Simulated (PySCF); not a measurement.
**A small calculation by hand: dipole moment from atomic charges**

Al(F)(OH)(SMe) (CH4AlFOS), SMILES [OH][Al]([F])[S]C. Atoms are numbered in the order given.

```xyz
9

Al     0.0134     0.8059     0.0000
F     -0.9498     2.1612     0.0000
O      1.7049     0.9265     0.0000
H      2.2260     1.7338     0.0000
S     -0.8844    -1.1584     0.0000
C      0.6426    -2.2088     0.0000
H      1.5547    -1.5991     0.0000
H      0.6247    -2.8433     0.8962
H      0.6247    -2.8433    -0.8962
```

Coordinates come from a B3LYP-D3(BJ)/def2-SVP optimisation. The structure was generated by enumeration; whether it is a known compound was not checked. The values are those of a single conformer.

Charges (e) from HF/def2-TZVP in PySCF:

| atom | IAO | ESP fit |
|---|---|---|
| Al1 | 1.419 | 1.133 |
| F2 | -0.631 | -0.470 |
| O3 | -0.902 | -0.827 |
| H4 | 0.376 | 0.431 |
| S5 | -0.278 | -0.415 |
| C6 | -0.426 | -0.149 |
| H7 | 0.152 | 0.062 |
| H8 | 0.145 | 0.118 |
| H9 | 0.145 | 0.118 |

The dipole moment of the full density is 2.49 D.

Question: What dipole moment does each set of point charges give, and which comes closer to that of the density?

Answer: 
μ = Σ q r, and 1 e Å = 4.8032 D.
IAO: Σ q r = (0.307, -0.209, 0.000) e Å, |μ| = 1.78 D.
ESP fit: Σ q r = (0.526, -0.082, 0.000) e Å, |μ| = 2.56 D.
ESP fit comes closer in size. Point charges leave out the atoms' own dipoles (lone pairs, polarised bonds); fits to the potential absorb them, partitions of the density don't.
